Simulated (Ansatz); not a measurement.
```yaml
crystal:
  periodic: [false, false, false]
  atoms:
    - {symbol: O, position_ang: [-0.721517, 0.686880, -0.059909]}
    - {symbol: In, position_ang: [-0.875343, -1.032927, -2.056705]}
    - {symbol: C, position_ang: [0.390961, -0.139140, 0.384485]}
    - {symbol: O, position_ang: [0.485212, -1.170633, -0.470305]}
    - {symbol: H, position_ang: [-0.688723, 1.557973, 0.345302]}
    - {symbol: H, position_ang: [0.174440, -0.464711, 1.416523]}
    - {symbol: H, position_ang: [1.296172, 0.494659, 0.394908]}
basis:
  gaussian: {orbitals: def2-TZVP, point_charges: [{charge: 2.00, position_ang: [4.714, -0.086, 0.686]}]}
total_charge: -2
magnetization: {spin_polarized: true, initial_magnetization: 0}
hamiltonian: {xc: {name: CAM-B3LYP}}
scf: {lower_state_search: full}
output: {forces: true}
```

```sh
$ ansatz run in.yaml --threads 2 --pin off --events-out ev --progress --plain --max-ram 4352MiB
```

Output, abridged:

```
Functional definition: CAM-B3LYP
1079 factors; their error is unknown
282 factors; integrals over basis functions are off by at most 1.9e-5 eV
mean field evaluation 1: about -10352.4101 eV, gradient 4.3e1 eV
mean field evaluation 2: about -10350.1082 eV, gradient 5.7e1 eV
mean field evaluation 4: about -10360.9033 eV, gradient 3.0e0 eV
mean field evaluation 8: about -10360.9685 eV, gradient 3.1e-1 eV
mean field evaluation 16: about -10360.9698 eV, gradient 2.2e-3 eV
mean field evaluation 32: about -10361.3619 eV, gradient 1.7e-3 eV
mean field evaluation 64: about -10361.3619 eV, gradient 9.4e-3 eV
mean field evaluation 128: about -10361.3619 eV, gradient 9.2e-6 eV
mean field -10361.36187182 eV, -380.7730256060 hartree, gradient 1.3e-5 eV, S^2 0.875564; 9 other end points of the search recorded, 0 dependent functions left out
reference -10361.36197994 eV, -380.7730295796 hartree; 24, 24 occupied and 137, 137 virtual orbitals, 1079 factors
Total energy: -10361.36197994 eV, -380.7730295796 hartree
Atom 0 at    -0.721517     0.686880    -0.059909 Å, force    -0.033472    -0.228416     0.378416 eV/Å
Atom 1 at    -0.875343    -1.032927    -2.056705 Å, force     0.108746     0.158607    -0.789339 eV/Å
Atom 2 at     0.390961    -0.139140     0.384485 Å, force    -0.295915     1.125202    -0.788208 eV/Å
Atom 3 at     0.485212    -1.170633    -0.470305 Å, force     0.754517    -0.154654     0.961817 eV/Å
Atom 4 at    -0.688723     1.557973     0.345302 Å, force     0.209783     0.004099     0.042246 eV/Å
Atom 5 at     0.174440    -0.464711     1.416523 Å, force    -0.090587     0.190461     0.426666 eV/Å
Atom 6 at     1.296172     0.494659     0.394908 Å, force     3.326368    -1.790957     0.495187 eV/Å
Dipole moment:    -2.506476    -0.647984    -1.043136 e Å
```

(1) Something in this input is off. What?

Answers

(1) The charge is far from anything that the molecule holds. Self-consistency was reached. The result belongs to that input, not to the molecule as meant.
